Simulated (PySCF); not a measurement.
# MgBe: energy against distance

Set-up: Mg jorge-DZP-DKH, Be jorge-DZP-DKH; spin-free X2C with a Gaussian nucleus (PySCF 2.14). Energies in eV from Mg + Be in their ground configurations at the same level. State: ¹Σ⁺ (singlet), closed shell.

| R (Å) | RHF-MP2 |
| --- | --- |
| 2.660 | 0.1875 |
| 2.784 | 0.1097 |
| 2.907 | 0.0586 |
| 3.000 | 0.0324 |
| 3.093 | 0.0136 |
| 3.186 | 0.0002 |
| 3.309 | -0.0118 |
| 3.464 | -0.0205 |
| 3.650 | -0.0255 |
| 3.897 | -0.0272 |

Correlated steps freeze 1 core orbital.
